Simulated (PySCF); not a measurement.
```xyz
8

B      1.9307     0.0606     0.0953
N      0.5603     0.0184    -0.0372
C     -0.6269    -0.0193    -0.1522
C     -1.9255    -0.0602    -0.2779
H      2.4163     0.9661     0.6937
H      2.5758    -0.8106    -0.3933
H     -2.3935    -0.8718    -0.8136
H     -2.5372     0.7169     0.1542
```

Charge 0, multiplicity 1.

### Question
Give the Mulliken and meta-Löwdin atomic charges from PySCF with PBE-D3(BJ)/def2-TZVP // CAM-B3LYP-D3(BJ)/def2-TZVP.

### Answer

| atom | Mulliken (e) | meta-Löwdin (e) |
|---|---|---|
| B1 | -0.16 | -0.09 |
| N2 | 0.13 | -0.08 |
| C3 | 0.02 | 0.19 |
| C4 | -0.33 | -0.40 |
| H5 | 0.02 | 0.03 |
| H6 | 0.02 | 0.03 |
| H7 | 0.15 | 0.16 |
| H8 | 0.15 | 0.16 |
